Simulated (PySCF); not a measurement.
Dimethylphenyl phosphine oxide, C8H11OP.
Atom-mapped SMILES: `[CH3:1][P:2]([CH3:3])(=[O:4])[c:5]1[cH:6][cH:7][cH:8][cH:9][cH:10]1` (hydrogens: H11, H12, H13 on C1; H14, H15, H16 on C3; H17 on C6; H18 on C7; H19 on C8; H20 on C9; H21 on C10)

Jobs on this species (21 atoms, 82 electrons) with PySCF (density fitting). Hardware of each: one thread of an Intel Xeon Platinum 8375C at 2.90 GHz, no GPU, on a shared host. Other jobs ran on the host; a repeat could differ by tens of per cent or more. Peak memory is the resident size of the whole Python process, interpreter and libraries included.

```json
{"level and settings": "WP04/pcSseg-1, IEF-PCM chloroform", "work": "shieldings, ring-centre shieldings", "basis functions": "232", "SCF cycles": "?", "wall time": "?", "peak memory": "?"}
{"level and settings": "PBE0-D3(BJ)/def2-SVP, grid level 1", "work": "geometry optimisation from a GFN2-xTB start", "basis functions": "199", "SCF cycles": "?", "wall time": "?", "peak memory": "?"}
{"level and settings": "PBE0/pcSseg-1, IEF-PCM chloroform", "work": "shieldings, ring-centre shieldings, charges and field gradients", "basis functions": "232", "SCF cycles": "14", "wall time": "94 s", "peak memory": "1.4 GiB"}
{"level and settings": "PBE0/pcSseg-1, IEF-PCM cyclohexane", "work": "shieldings, ring-centre shieldings", "basis functions": "232", "SCF cycles": "14", "wall time": "83 s", "peak memory": "1.4 GiB"}
{"level and settings": "wB97X-D/pcSseg-1, IEF-PCM chloroform", "work": "shieldings, ring-centre shieldings", "basis functions": "232", "SCF cycles": "14", "wall time": "92 s", "peak memory": "1.5 GiB"}
```

Problem. Fill in the missing figures.

Solution. 
- WP04/pcSseg-1, IEF-PCM chloroform; shieldings, ring-centre shieldings: 74 s, 1.4 GiB, 15 SCF cycles
- PBE0-D3(BJ)/def2-SVP, grid level 1; geometry optimisation from a GFN2-xTB start: 3.4 min, 1.1 GiB, 42 SCF cycles

Problem. What do all jobs in the table cost together?

Solution. About 9.1 min; the longest takes about 37 % of that, and about 2.8 times as long as the shortest.
